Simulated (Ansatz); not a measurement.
Basis-set extrapolation for `[CH2]B(C)S` radical (PBE0-D4/def2-TZVP geometry, frozen core, Ansatz). Multiplicity 2, UHF reference.

```tsv
	def2-TZVPP	def2-QZVPP
HF	-501.504142	-501.520009
MP2 correlation	-0.596892	-0.639581
CCSD(T) correlation	-0.677921	not run
```

Energies in hartree. Use E(X) = E(∞) + A·exp(−7.88·√X) for Hartree–Fock and E(X) = E(∞) + B·X^(−2.97) for correlation, with X = 3 and 4, and add CCSD(T) minus MP2 of the smaller set to the MP2 limit.

**Question.** What is the CCSD(T) energy at the basis-set limit?

**Answer.** HF limit: -501.520009 + (-0.015867) × 0.13774 = -501.52219. MP2 limit: -0.639581 + (-0.042689) × 0.74074 = -0.67120. Higher-order term: -0.677921 − (-0.596892) = -0.08103. Total: -502.27442 hartree, 242.5 kJ/mol below CCSD(T)/def2-TZVPP.
